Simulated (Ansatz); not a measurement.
Start from `O/C=C\I` and change one atom or group (the configuration at the double bond changes too) to get `B[SiH2]/C=C/O`.

Ansatz, PBE0-D4/def2-TZVP geometries, multiplicity 1. Each molecule was computed in one conformer, which needn't be the lowest.

Elements past krypton have def2 core potentials.

```tsv
property	`O/C=C\I`
HOMO energy (B3LYP/def2-TZVPP) / eV	-6.47
HOMO–LUMO gap (PBE/def2-TZVPP) / eV	3.96
size of the dipole moment (ωB97M-V/def2-TZVPP) / D	0.60
HOMO energy (ωB97M-V/def2-TZVPP) / eV	-8.81
LUMO energy (B3LYP/def2-TZVPP) / eV	-0.93
HOMO–LUMO gap (ωB97M-V/def2-TZVPP) / eV	10.11
```

Give the same properties after the change, and the shifts. (Estimate.)

Computed: 
```tsv
property	`B[SiH2]/C=C/O`	shift
HOMO energy (B3LYP/def2-TZVPP) / eV	-6.40	0.07
HOMO–LUMO gap (PBE/def2-TZVPP) / eV	4.21	0.25
size of the dipole moment (ωB97M-V/def2-TZVPP) / D	2.70	2.10
HOMO energy (ωB97M-V/def2-TZVPP) / eV	-8.61	0.20
LUMO energy (B3LYP/def2-TZVPP) / eV	-0.72	0.21
HOMO–LUMO gap (ωB97M-V/def2-TZVPP) / eV	10.01	-0.10
```

With PBE0 the HOMO rises by 0.09 eV and the LUMO rises by 0.17 eV, so the gap widens by about 0.08 eV. PBE moves the HOMO by -0.04 eV and ωB97M-V by 0.20 eV. Dipoles are sizes alone; their direction can turn.

B3LYP here is the variant with VWN-RPA as its local correlation; programs differ in this.

Spin–orbit coupling is left out; it splits and shifts lone-pair levels of the heavy atoms by tenths of an eV.
